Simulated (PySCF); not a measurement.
**Two-component Hartree-Fock for Al⁻ (aluminium, charge -1)**

Start: [Ne] 3s2 3p2; 3p1/2 filled at m_j = -1/2, +1/2. Calculated with PySCF 2.14 in x2c-TZVPall-2c with one added diffuse shell each of s, p type (6s7p2d1f, 44 functions): generalised Hartree-Fock with the X2C-1e Hamiltonian and a Gaussian nucleus; one run each with spin-orbit coupling (SO) switched off, then screened by Boettger's factors.

```tsv
spinor shell	electrons	ε, spin-free (eV)	ε, screened SO (eV)	weight of nominal j (screened SO)	rms radius, screened SO (bohr)
1s1/2	2	-1589.8	-1589.8	1.000	0.139
2s1/2	2	-128.81	-128.81	1.000	0.676
2p1/2	2	-82.265	-82.653	0.937	0.672
2p3/2	4	-82.265	-82.063	0.969	0.675
3s1/2	2	-5.702	-5.698	0.999	2.97
3p1/2	2	-0.551	-0.551	0.505	5.08
```

```json
{"quantity": "E (hartree)", "spin-free": "-242.30863", "screened SO": "-242.30889"}
{"quantity": "M_J", "spin-free": "0", "screened SO": "0"}
{"quantity": "⟨J²⟩", "spin-free": "2.024", "screened SO": "1.976"}
{"quantity": "⟨L²⟩", "spin-free": "2.017", "screened SO": "2.017"}
{"quantity": "⟨S²⟩", "spin-free": "2.007", "screened SO": "2.007"}
```

The determinant has a definite M_J but mixes levels of different J.

Each row is a mean over spinors that exchange with the open shell spreads, by up to 2.313 eV (3s1/2).

Rows whose weight is well below 1 are mixtures of j = l ± 1/2: exchange outweighs spin-orbit coupling there, and the label is only the starting occupation.

Without spin-orbit coupling the j labels of p, d and f shells carry no meaning; the spin-free column gives the mean over the occupied spinors of each nl shell.
